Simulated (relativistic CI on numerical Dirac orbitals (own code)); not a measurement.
## Hg⁶³⁺: sensitivity of the levels to the model

Base calculation: Dirac-Coulomb-Breit CI, separate exchange-only KLI orbitals for each configuration, a model potential for QED, unscaled Slater integrals.

Configurations in the expansion (outside the closed core [Ne]): 3s2.3p5, 3s2.3p4.3d, 3s.3p6, 3s.3p5.3d, 3s.3p4.3d2, 3p6.3d, 3s2.3p3.3d.4p, 3s2.3p4.4s, 3s.3p4.3d.4s, 3p6.4s, 3p6.4p, 3s2.3p4.4p, 3s2.3p3.3d2, 3s2.3p2.3d3, 3s.3p3.3d3, 3s2.3p2.3d2.4s, 3s2.3p2.3d2.4p. Double excitations out of closed p, d and f shells are left out; levels of such configurations are missing from the list, as are those of other unlisted configurations, and high levels can miss mixing partners.

Variants: (1) configuration mixing switched off; (2) only the first 3 configurations. Shifts of the energy above 3s2.3p5 2P°_3/2, in eV, for the lowest level and the first level of each name with at least 55 % of one term (blank where a level changes its place among those of its configuration and J or its character, or is not in the variant):

```csv
Level,Base,Δ(1),Δ(2)
3s2.3p5 2P°_3/2,0.000,0.000,0.000
3s2.3p4.3d 2D_3/2,293.519,-2.052,-2.052
3s2.3p4.3d 4F_9/2,378.732,-3.528,-3.528
3s2.3p4.3d 2P_1/2,387.340,+0.565,-1.897
3s2.3p4.3d 2D_5/2,411.155,-2.517,-2.517
3s2.3p5 2P°_1/2,507.856,+1.970,+1.970
3s.3p6 2S_1/2,726.109,+27.309,-0.089
3s2.3p4.3d 4D_1/2,756.254,-2.944,-1.464
3s2.3p4.3d 2G_7/2,777.624,-2.061,-2.061
3s2.3p4.3d 2G_9/2,890.446,-1.927,-1.927
```

At this charge energies of transitions that change n are usually good to better than 1 %, and those within a shell (Δn = 0) to a few per cent.

Ionisation energy from the two ground configurations alone: base 7065.05 eV. The NIST ASD value (theoretical) is 7066 eV.

LS names give the leading component of a level, which can be under half, so a name can repeat, a term be missing and a line seem to break the LS rules.
